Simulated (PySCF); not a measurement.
Here is a computed PBE0-D3(BJ)/def2-SVP geometry (Å):
```
atom  x, y, z in Å
C1    -1.3287   -0.6110   -0.1757
Ge2    0.1632    0.6495   -0.1929
P3     1.9829   -0.3729    0.8397
H4    -2.2258   -0.1473   -0.6114
H5    -1.5558   -0.9156    0.8559
H6    -1.0800   -1.5079   -0.7611
H7     0.4849    1.0841   -1.6388
H8    -0.1913    1.9062    0.6283
H9     2.2116   -1.2657   -0.2534
H10    2.9339    0.5817    0.3644
```

Charge 0, singlet.

Read off the bonds between heavy atoms and their formal orders.

C1–Ge2 1.95 Å (single); Ge2–P3 2.33 Å (single). Bonds to hydrogen (Å): C1–H4 1.10; C1–H5 1.10; C1–H6 1.10; Ge2–H7 1.54; Ge2–H8 1.54; P3–H9 1.43; P3–H10 1.43.

Write the SMILES.

`[CH3][GeH2][PH2]`, CH7GeP.

Classify the heavy atoms.

C1: sp3 carbon bound to germanium; Ge2: germanium bonded to C, P and 2 H; P3: three-coordinate phosphorus.

What is the arrangement about P3?

It has 3 neighbours (Ge2, H9, H10) and is pyramidal (angles 94.5°, 93.4° and 93.2°, sum 281.2°, 0.87 Å off the plane of its three neighbours).

What is the arrangement about C1?

It has 4 neighbours (Ge2, H4, H5, H6) and is tetrahedral (angles from 108.5° to 110.4°).
